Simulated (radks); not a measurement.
Task: These are the eigenvalues of the occupied orbitals of an atom or ion with whole-number occupations (eV). Calculated with a radial shooting solver on a logarithmic mesh with Libxc functionals: scalar-relativistic Kohn-Sham, SCAN, spin-polarised, spherical densities, finite nucleus; meta-GGA in the generalised Kohn-Sham scheme; Fermi nuclear charge, rms radius of each element as measured or else 0.836 A^(1/3) + 0.57 fm.

| orbital | eigenvalue |
|---|---|
| 1s up | -10323.34 |
| 1s down | -10321.42 |
| 2s up | -1330.246 |
| 2s down | -1329.270 |
| 2p up | -1164.138 |
| 2p down | -1162.213 |
| 3s up | -205.2688 |
| 3s down | -198.5927 |
| 3p up | -153.6240 |
| 3p down | -147.6536 |
| 3d up | -69.1561 |
| 3d down | -64.8580 |
| 4s up | -38.3337 |
| 4d up | -13.3649 |

Which element is it, and in what charge state? The configuration may be excited. Open shells, if any, are filled with parallel spins first.

Result: Z = 31, gallium, charge +2: Ga2+ in [Ne] 3s2 3p4 3d10 4s1 4d2. The list shows which subshells hold electrons but not how many an open one holds; the 1s level, -379.38 hartree, gives Z - s = 27.5 by -(Z - s)^2/2, which with screening and relativity narrows Z to a few neighbours, and the depths of the outer levels then fix element, charge and occupations together.
